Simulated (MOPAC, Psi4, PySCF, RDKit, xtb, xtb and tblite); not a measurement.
Two geometries of SMILES Oc1ccc([SeH])cc1, singlet, relaxed at GFN2-xTB with one dihedral held; other torsions can differ between them too.

Structure A

```
14

O     -2.7128     0.2857     0.6658
C     -1.4094     0.1126     0.3231
C     -0.5006     1.1099     0.6674
C      0.8327     0.9784     0.3404
C      1.2731    -0.1519    -0.3348
Se     3.1174    -0.3802    -0.8116
C      0.3723    -1.1485    -0.6800
C     -0.9634    -1.0176    -0.3529
H     -3.2344    -0.4710     0.3721
H     -0.8602     1.9809     1.1915
H      1.5317     1.7574     0.6115
H      3.5418     0.8792    -0.2427
H      0.7167    -2.0285    -1.2059
H     -1.6640    -1.7967    -0.6236
```

Structure B

```
14

O      2.7948     0.2517     0.2926
C      1.4562    -0.0534     0.2756
C      0.4862     0.9373     0.3930
C     -0.8509     0.6128     0.2842
C     -1.2298    -0.6993     0.0338
Se    -3.0998    -1.0969    -0.1099
C     -0.2656    -1.6861    -0.1104
C      1.0716    -1.3619     0.0063
H      3.0358     0.6808     1.1201
H      0.7845     1.9585     0.5830
H     -1.6057     1.3814     0.3822
H     -2.9011    -2.5063    -0.3651
H     -0.5569    -2.7072    -0.3146
H      1.8339    -2.1158    -0.1142
```

Which is lower in energy at the level PBE0-D3(BJ)/def2-SVP // GFN2-xTB (Psi4), and by how much?

A is lower, by 12.89 kJ/mol (dihedral H9–O1–C2–C3: 180° in A, 60° in B).

E(B) − E(A) in kJ/mol at the other levels, on the same two geometries: GFN2-xTB (xtb and tblite) 16.98; PBE0/def2-SVP // GFN2-xTB (Psi4) 12.87; PBE/def2-SVP // GFN2-xTB (Psi4) 14.60; PBE-D3(BJ)/def2-SVP // GFN2-xTB (Psi4) 14.64; UFF // GFN2-xTB (RDKit) 20.18; PM7, restricted, heats of formation // GFN2-xTB (MOPAC) 8.68; PM3, restricted, heats of formation // GFN2-xTB (MOPAC) 8.10; GFN1-xTB // GFN2-xTB (xtb) 11.93; restricted B3LYP/6-31G*, spherical d, density fitting // GFN2-xTB (PySCF) 11.94; restricted Hartree-Fock/6-31G*, spherical d, density fitting // GFN2-xTB (PySCF) 8.00; restricted B3LYP/3-21G, density fitting // GFN2-xTB (PySCF) 12.39; restricted BP86/6-31G*, spherical d, density fitting // GFN2-xTB (PySCF) 13.49.
